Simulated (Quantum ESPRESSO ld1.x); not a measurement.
Cs VIII, 48 electrons, occupied as [Kr] 4d10 5s2.

Method: Dirac Kohn-Sham, PW91, spin-unpolarised, spherical densities, point nucleus; computed with ld1.x of Quantum ESPRESSO 7.5.

Energy parts (eV):
part                   energy
total                 -211698
kinetic                225473
electron-nucleus      -510417
Hartree                 78441
exchange-correlation    -5195

Orbitals (lengths in bohr, moments of r in powers of bohr):
orbital  occ.  eigenvalue (eV)      <r>
1s1/2       2       -35868.834  0.02611
2s1/2       2        -5701.469   0.1117
2p1/2       2        -5369.598  0.09401
2p3/2       4        -5017.121  0.09990
3s1/2       2        -1257.058   0.2986
3p1/2       2        -1118.392   0.2886
3p3/2       4        -1050.814   0.3004
3d3/2       4         -807.081   0.2712
3d5/2       6         -792.729   0.2749
4s1/2       2         -309.143   0.6926
4p1/2       2         -259.236   0.7172
4p3/2       4         -245.307   0.7440
4d3/2       4         -163.812   0.8166
4d5/2       6         -161.456   0.8260
5s1/2       2         -104.817    1.545
5p1/2       0          -89.701    1.671
5p3/2       0          -86.945    1.721
6s1/2       0          -52.987    2.820

The highest occupied level is 5s1/2 at -104.82 eV. For comparison, the ionisation energy in NIST's Atomic Spectra Database is 110 eV (semi-empirical). In exact Kohn-Sham theory the highest level is minus the ionisation energy, but local and semilocal functionals leave it too shallow, through self-interaction and a potential that decays too fast; potentials with the right tail come closer. The density falls to 0.001 e/bohr^3 at r = 2.79 bohr. Summed over all electrons, <r^2> = 19.72 bohr^2, which gives a Langevin (diamagnetic) susceptibility term of -15.6 x 10^-6 cm^3/mol.
